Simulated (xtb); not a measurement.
C4H9NSi, SMILES C#CCC[SiH2]N. All values are semi-empirical tight-binding results from xtb (GFN2-xTB unless named), good for trends rather than for accurate numbers. Geometry: GFN2-xTB. This is a generated structure with no PubChem entry under its InChIKey; it may be hypothetical. The values are those of a single conformer.

```
Quantity                                        Result
---------------------------------------  -------------
point group as xtb finds it                         Cs
orbital gap                                    5.66 eV
dipole moment                                   1.23 D
zero-point energy                        72.2 kcal/mol
G − E(el) at 298.15 K (modified RRHO)    51.0 kcal/mol
static polarisability (D4 model)            83.0 bohr³
solvation energy, GFN2-xTB/ALPB(water)   -3.2 kcal/mol
solvation energy, GFN2-xTB/ALPB(hexane)  -5.0 kcal/mol
```
